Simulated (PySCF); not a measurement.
# Working with the constants of RbPb

TPSS constants of RbPb, ⁴Σ⁻ (quartet), unpaired electrons σ ↑, π ↑↑ (basis Rb def2-SVPD with ECP28, Pb def2-SVPD with ECP60; scalar-relativistic core potentials; PySCF 2.14; masses 84.9118 and 207.9766 u):

| Property | Result |
| --- | --- |
| ωe | 83.7 cm⁻¹ |
| ωexe | 0.207 cm⁻¹ |
| Be | 0.022656 cm⁻¹ |
| αe | 8.12e-05 cm⁻¹ |
| D (centrifugal) | 6.63e-09 cm⁻¹ |
| De to Rb + Pb | 1.26 eV |

Question: Give the vibrational terms G(v) and spacings up to v = 6.

Answer: G(v) = ωe(v+½) − ωexe(v+½)².

```csv
v,G(v) (cm⁻¹),G(v) − G(v−1),Bv (cm⁻¹)
0,41.8,,0.02262
1,125.1,83.3,0.02253
2,208.0,82.9,0.02245
3,290.4,82.5,0.02237
4,372.5,82.0,0.02229
5,454.1,81.6,0.02221
6,535.3,81.2,0.02213
```

Question: How well does the Morse estimate ωe²/(4ωexe) reproduce De, and what is D0?

Answer: It gives 1.05 eV, 83 % of the computed De. D0 = De − G(0) = 1.26 − 0.01 = 1.25 eV.

These are scalar-relativistic numbers at best; spin–orbit coupling would shift them, the dissociation energy most. The state is the lowest determinant that a PBE0 search found; another state may lie lower at other levels.
